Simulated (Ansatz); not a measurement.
Stepwise reaction of `[CH3][Mo]([CH3])(=[S])=[S]` with hydrogen fluoride, as a gas-phase model of exchange steps in deposition or etching. ΔE in kJ/mol; ΔG adds harmonic PBE0-D4 terms to CCSD(T)/CBS, at 1 bar.

Gas-phase electronic energies from Ansatz, PBE0-D4/def2-TZVP geometries. CBS: MP2 limit from def2 TZ/QZ plus the TZ coupled-cluster correction, frozen cores. This one scheme is used for every species. Functionals use def2-TZVPP. B3LYP here is the variant with VWN-RPA as its local correlation; programs differ in this. def2 core potentials past Kr. For Mo outer-core shells are correlated without core-valence functions, which leaves a few kJ/mol of doubt a bond.

```csv
step,reaction,PBE-D4,B3LYP-D4,ωB97M-V,CCSD(T)/CBS,ΔG(600 K)
2,`[CH3][Mo]([F])(=[S])=[S]` + H–F → `[F][Mo]([F])(=[S])=[S]` + CH₄,-126.9,-125.4,-117.3,-102.0,-89.6
```

Q: Give the row of step 1, `[CH3][Mo]([CH3])(=[S])=[S]` + H–F → `[CH3][Mo]([F])(=[S])=[S]` + CH₄. (Estimate.)

A: Computed: 
| step | reaction | PBE-D4 | B3LYP-D4 | ωB97M-V | CCSD(T)/CBS | ΔG(600 K) |
| --- | --- | --- | --- | --- | --- | --- |
| 1 | `[CH3][Mo]([CH3])(=[S])=[S]` + H–F → `[CH3][Mo]([F])(=[S])=[S]` + CH₄ | -148.0 | -150.3 | -147.1 | -133.6 | -122.4 |

Q: By hand: ΔE of the 2 steps together at CCSD(T)/CBS.

A: (-133.6) + (-102.0) = -235.6 kJ/mol, or -117.8 kJ/mol a step.

In ΔE each step is higher than the one before. All are downhill at CCSD(T)/CBS. ΔG lies between -122.4 and -89.6 kJ/mol a step. PBE-D4 differs from CCSD(T)/CBS by -24.9 to -14.4 kJ/mol a step. Only this route is followed, and other bonds may react first. Isolated molecules leave out the surface, adducts and barriers. Largest T1 diagnostic: 0.026.
